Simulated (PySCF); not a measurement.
Predicted microwave data (PBE0-D3(BJ)/def2-SVP geometry optimisation, gas phase, def2 core potentials past Kr in PySCF) for one isomer of C4H7BTe:

- Rotational constants: A = 4316, B = 1520, C = 1286 MHz
- Dipole components: |μa| = 0.19 D, |μb| = 2.11 D, |μc| = 0.60 D
- Inertial defect: -56.70 u·Å²
- κ: -0.85

**Question.** Which candidate fits, each taken in the one conformer that was computed?
A. `[BH2:1][C@H:2]1[CH:3]=[CH:4][Te:5][CH2:6]1` with H–B1–C2–C3 162° and -19°
B. `[BH2:1][C@@H:2]1[Te:3][CH2:4][C:5]1=[CH2:6]` with H–B1–C2–Te3 94° and -99°, B1–C2–Te3–C4 -106°, C2–Te3–C4–C5 -15°, Te3–C4–C5–C6 -151°, B1–C2–C5–C4 50°

**Answer.** B. It is B[C@@H]1[Te]CC1=C, an asymmetric top, point group C1. The candidates at the same level (rigid rotor, commonest isotopes):

```csv
SMILES,A (MHz),B (MHz),C (MHz),μa (D),μb (D),μc (D),Δ (u·Å²),point group,rotor
B[C@@H]1[Te]CC1=C,4316,1520,1286,0.19,2.11,0.60,-56.70,C1,asymmetric top
B[C@H]1C=C[Te]C1,4366,1513,1213,0.17,0.06,0.82,-33.12,C1,asymmetric top
```

`B[C@H]1C=C[Te]C1` has C 6 % too low. No structure here is proved a minimum.
